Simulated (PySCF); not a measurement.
Computed shifts of a molecule C3H6F2Si, PBE0/pcSseg-1 (PySCF), GIAO, gas phase, atoms alike by connectivity averaged where their shifts nearly agree, in ppm (number of nuclei): ²⁹Si: -3.6 (1). ¹⁹F: -152.3 (1), -163.4 (1). ¹³C: 139.0 (1), 128.2 (1), 27.8 (1). ¹H: 6.21 (1), 5.74 (2), 5.10 (1), 2.33 (1), 1.92 (1). References: ²⁹Si against TMS (σ = 352.7 ppm); ¹⁹F against CFCl3 (σ = 167.2 ppm); ¹³C against TMS (σ = 186.3 ppm); ¹H against TMS (σ = 31.56 ppm), references at their B3LYP-D3(BJ)/def2-TZVP geometries, non-relativistic. Coordinates come from a B3LYP-D3(BJ)/def2-SVP optimisation. Other conformers were not sampled.

Q: Identify the compound among the candidates.
A. C=C[Si](C)(F)F
B. F[C@@H]1C[C@H](F)[SiH2]1
C. C/C(F)=C(/F)[SiH3]
D. C=CC[SiH](F)F

A: D, C=CC[SiH](F)F
